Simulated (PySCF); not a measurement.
Compound: C₈H₈SSi.
InChI=1S/C8H8SSi/c1-3-7(9-5-1)8-4-2-6-10-8/h1-6H,10H2

Torsions of this conformer, `[CH:1]1=[CH:2][SiH2:3][C:4]([c:5]2[cH:6][cH:7][cH:8][s:9]2)=[CH:10]1`: Si3–C4–C5–C6 1°.

The closed-shell ground state was solved at several levels (PySCF, density fitting, gas phase, non-relativistic). One conformer (not necessarily the lowest) at the PBE0-D3(BJ)/def2-SVP geometry, without solvent, vibrations or thermal averaging.

| level | basis functions | HOMO (eV) | LUMO (eV) | gap (eV) | dipole (D) |
| --- | --- | --- | --- | --- | --- |
| PBE0/pcSseg-1 | 224 | -5.98 | -2.04 | 3.94 | 0.27 |
| CAM-B3LYP/def2-SVPD | 275 | -7.07 | -1.00 | 6.07 | 0.17 |

Question: What might PBE/pcSseg-1 (224 basis functions) give for the same quantities?

Answer: HOMO -5.11 eV, LUMO -2.78 eV, gap 2.33 eV, dipole 0.38 D.

Question: Over all these levels, which gives the widest orbital gap and which the narrowest?

Answer: CAM-B3LYP/def2-SVPD (range-separated hybrid) has the widest, 6.07 eV, and PBE/pcSseg-1 (GGA) the narrowest, 2.33 eV. Functional and basis both differ between the two, so the spread mixes both effects.

Question: How far do the dipole and the HOMO energy spread over the levels?

Answer: The dipole runs from 0.17 to 0.38 D (mean 0.27 D) and the HOMO from -7.07 to -5.11 eV.
